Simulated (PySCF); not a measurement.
C$_{2}$H$_{6}$CdO (SMILES C[O][Cd][CH3]), singlet, at a GFN2-xTB geometry (such geometries of metal compounds can be far from the true shape) (core potentials on Cd); PySCF with DF-PBE0/def2-TZVPPD.

PySCF was given this input:
```python
from pyscf import gto, scf, dft

mol = gto.M(
    atom='''
Cd   -0.469635    0.053620   -0.022195
C    -0.990330    1.226051    1.719255
H    -0.804998    0.591372    2.585213
H    -2.007506    1.600384    1.742152
H    -0.282254    2.054768    1.712858
O     1.475310   -0.418735   -0.323342
C     2.128838   -1.136658   -1.321222
H     2.008836   -0.678683   -2.315722
H     3.202319   -1.143929   -1.086305
H     1.792567   -2.184169   -1.374309
''',
    basis='def2-tzvppd',
    ecp={'Cd': 'def2-tzvppd'},
    charge=0,
    spin=0,
    verbose=4,
    max_memory=1800,
)

mf = dft.RKS(mol)
mf.xc = 'pbe0'
mf = mf.density_fit(auxbasis='def2-universal-jkfit')
mf.kernel()
```

It wrote (shortened):

```
PySCF version 2.14.0

[INPUT] verbose = 4
[INPUT] num. atoms = 10
[INPUT] num. electrons = 46
[INPUT] charge = 0
[INPUT] spin (= nelec alpha-beta = 2S) = 0
[INPUT] symmetry False subgroup None
[INPUT] Mole.unit = angstrom
[INPUT] Symbol           X                Y                Z      unit          X                Y                Z       unit  Magmom
[INPUT]  1 Cd    -0.469635000000   0.053620000000  -0.022195000000 AA   -0.887481528510   0.101327114799  -0.041942471335 Bohr   0.0
[INPUT]  2 C     -0.990330000000   1.226051000000   1.719255000000 AA   -1.871452472941   2.316900604749   3.248921088289 Bohr   0.0
[INPUT]  3 H     -0.804998000000   0.591372000000   2.585213000000 AA   -1.521225750823   1.117531117736   4.885344543665 Bohr   0.0
[INPUT]  4 H     -2.007506000000   1.600384000000   1.742152000000 AA   -3.793636533421   3.024287454136   3.292190147363 Bohr   0.0
[INPUT]  5 H     -0.282254000000   2.054768000000   1.712858000000 AA   -0.533382757563   3.882948769520   3.236832510270 Bohr   0.0
[INPUT]  6 O      1.475310000000  -0.418735000000  -0.323342000000 AA    2.787931848832  -0.791294468770  -0.611027824569 Bohr   0.0
[INPUT]  7 C      2.128838000000  -1.136658000000  -1.321222000000 AA    4.022920783567  -2.147972317296  -2.496747729750 Bohr   0.0
[INPUT]  8 H      2.008836000000  -0.678683000000  -2.315722000000 AA    3.796149869167  -1.282524995398  -4.376080360630 Bohr   0.0
[INPUT]  9 H      3.202319000000  -1.143929000000  -1.086305000000 AA    6.051505873491  -2.161712515948  -2.052818937746 Bohr   0.0
[INPUT] 10 H      1.792567000000  -2.184169000000  -1.374309000000 AA    3.387460689933  -4.127481219765  -2.597067620525 Bohr   0.0

nuclear repulsion = 173.950523738865
number of shells = 98
number of NR pGTOs = 354
number of NR cGTOs = 272
basis = def2-tzvppd
ecp = {'Cd': 'def2-tzvppd'}

******** <class 'pyscf.df.df_jk.DFRKS'> ********
method = DFRKS
initial guess = minao
damping factor = 0
level_shift factor = 0
DIIS = <class 'pyscf.scf.diis.CDIIS'>
diis_start_cycle = 1
diis_space = 8
diis_damp = 0
SCF conv_tol = 1e-09
SCF conv_tol_grad = None
SCF max_cycles = 50
direct_scf = False
XC library pyscf.dft.libxc version 7.1.2
    S. Lehtola, C. Steigemann, M. J. T. Oliveira, and M. A. L. Marques,  SoftwareX 7, 1–5 (2018)
XC functionals = pbe0
    C. Adamo and V. Barone,  J. Chem. Phys. 110, 6158 (1999)
    M. Ernzerhof and G. E. Scuseria,  J. Chem. Phys. 110, 5029 (1999)
radial grids:
    Treutler-Ahlrichs [JCP 102, 346 (1995); DOI:10.1063/1.469408] (M4) radial grids

becke partition: Becke, JCP 88, 2547 (1988); DOI:10.1063/1.454033
pruning grids: <function nwchem_prune>
grids dens level: 3
symmetrized grids: False
atomic radii adjust function: <function treutler_atomic_radii_adjust>
small_rho_cutoff = 0
Set gradient conv threshold to 3.16228e-05
Initial guess from minao.
tot grids = 123560
******** <class 'pyscf.df.df.DF'> ********
auxbasis = def2-universal-jkfit
init E= -310.308221900167
  HOMO = -0.633525727040618  LUMO = -0.614021446343806  gap/eV = 0.53074
cycle= 1 E= -320.35223025472  delta_E=  -10  |g|= 3.68  |ddm|= 11.6
  HOMO = 0.022936932624641  LUMO = 0.0511017431556411  gap/eV = 0.76640
cycle= 2 E= -278.104465467641  delta_E= 42.2  |g|= 8.43  |ddm|=  123
  HOMO = -0.308102963572011  LUMO = -0.214656955725384  gap/eV = 2.54280
cycle= 3 E= -317.192097042032  delta_E= -39.1  |g|= 3.48  |ddm|=  123
  HOMO = -0.421988095364377  LUMO = -0.254438814373408  gap/eV = 4.55925
cycle= 4 E= -322.103023261665  delta_E= -4.91  |g|= 1.59  |ddm|= 5.92
  HOMO = -0.132973280299698  LUMO = -0.0729883904690425  gap/eV = 1.63227
cycle= 5 E= -322.26305004485  delta_E= -0.16  |g|= 1.29  |ddm|= 3.61
  HOMO = -0.249522832463933  LUMO = -0.0810436397375938  gap/eV = 4.58455
cycle= 6 E= -322.58990597162  delta_E= -0.327  |g|= 0.529  |ddm|= 1.16
  HOMO = -0.238890790440695  LUMO = -0.0888869470364355  gap/eV = 4.08181
cycle= 7 E= -322.637259309894  delta_E= -0.0474  |g|= 0.161  |ddm|= 0.418
  HOMO = -0.248207269072557  LUMO = -0.0856172006343137  gap/eV = 4.42430
cycle= 8 E= -322.641015955371  delta_E= -0.00376  |g|= 0.0699  |ddm|= 0.201
  HOMO = -0.244457684642333  LUMO = -0.0827453312846025  gap/eV = 4.40042
cycle= 9 E= -322.642136980468  delta_E= -0.00112  |g|= 0.0114  |ddm|= 0.0709
  HOMO = -0.244627596933237  LUMO = -0.0824559556840114  gap/eV = 4.41292
cycle= 10 E= -322.642163757478  delta_E= -2.68e-05  |g|= 0.00241  |ddm|= 0.0141
  HOMO = -0.244593068221171  LUMO = -0.0824214115612882  gap/eV = 4.41292
cycle= 11 E= -322.642164884987  delta_E= -1.13e-06  |g|= 0.00078  |ddm|= 0.00386
  HOMO = -0.244566637381776  LUMO = -0.0823741329951773  gap/eV = 4.41348
cycle= 12 E= -322.642164998431  delta_E= -1.13e-07  |g|= 0.00023  |ddm|= 0.000869
  HOMO = -0.244549727428228  LUMO = -0.0824000982708455  gap/eV = 4.41232
cycle= 13 E= -322.642165009942  delta_E= -1.15e-08  |g|= 5.39e-05  |ddm|= 0.000288
  HOMO = -0.244537187595145  LUMO = -0.0823987263376367  gap/eV = 4.41201
cycle= 14 E= -322.64216501051  delta_E= -5.68e-10  |g|= 1.63e-05  |ddm|= 7.55e-05
  HOMO = -0.244540150151055  LUMO = -0.0823998956496723  gap/eV = 4.41206
Extra cycle  E= -322.642165010464  delta_E= 4.54e-11  |g|= 2.21e-05  |ddm|= 3.61e-05
converged SCF energy = -322.642165010464
```
